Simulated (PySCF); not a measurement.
C6H8O3 (charge +1 and doublet state).
Z-matrix (Å and degrees, GFN2-xTB geometry), rows numbered from 1:
```
O 
C   1  1.1862
C   2  1.5416  1  121.30
C   3  1.5057  2  110.99  1   150.22
C   4  1.5100  3  110.51  2    55.47
C   5  1.5421  4  108.35  3   -59.37
C   6  1.5604  5  105.95  4   -75.47
O   7  1.1813  6  122.17  5    56.81
O   2  1.3336  1  121.96  3  -177.28
H   3  1.0908  2  107.56  1    26.17
H   3  1.0952  2  104.35  1   -88.68
H   4  1.0970  3  109.62  2   178.52
H   4  1.1038  3  110.89  2   -66.69
H   5  1.0904  4  112.16  3   179.46
H   5  1.0944  4  111.23  3    58.33
H   6  1.0952  5  112.17  4   163.05
H   7  1.1036  6  113.63  5  -124.30
```

The hyperfine couplings belong to this conformer and change with its torsions.

The species is `O=C1CCC[C@@H](C=[O+])O1` [radical] (charge +1).

Computed with UKS B3LYP, pcH-1 on C H O, non-relativistic, mean-field spin-orbit, GIAO in PySCF. Isolated species at its GFN2-xTB geometry (one conformer only). The geometry wasn't refined by DFT: couplings that depend on bond lengths, twists or pyramidal angles can differ widely from those at the functional's own minimum, by a factor of two or more for some ions and for spin on atoms past the first row. No stability test was run, so a lower SCF solution isn't excluded.

(1) The isotropic 13C couplings are -28.7, -19.7, +12.4, -6.0, +3.2, -1.4 MHz. Assign them to C2; C3; C4; C5; C6; C7.

Results:

(1) 
```csv
site,a_iso (MHz),ρ(0) (bohr⁻³),position,distance from O1 (Å),spin population,largest |T| (MHz)
C2,-19.7,-0.0175,1 bond from O1,1.19,-0.03,11.3
C3,+12.4,+0.0110,2 bonds from O1,2.38,+0.06,16.0
C4,+3.2,+0.0029,3 bonds from O1,3.57,+0.02,12.8
C5,-1.4,-0.0013,3 bonds from O8,4.09,+0.02,8.1
C6,-6.0,-0.0054,2 bonds from O8,3.51,+0.08,25.8
C7,-28.7,-0.0255,1 bond from O8,4.15,-0.02,12.1
```

ρ(0) is the spin density at the nucleus and T the dipolar tensor. The Mulliken spin populations are largest on O1 (+0.32), O8 (+0.28), O9 (+0.10) and C6 (+0.08). Main spin sites, with 60 % or more of the largest population: O1, O8; positions count bonds from the nearest.

The SMILES `O=C1CCC[C@@H](C=[O+])O1` draws the unpaired electron on O8, whose computed spin population is only +0.28.
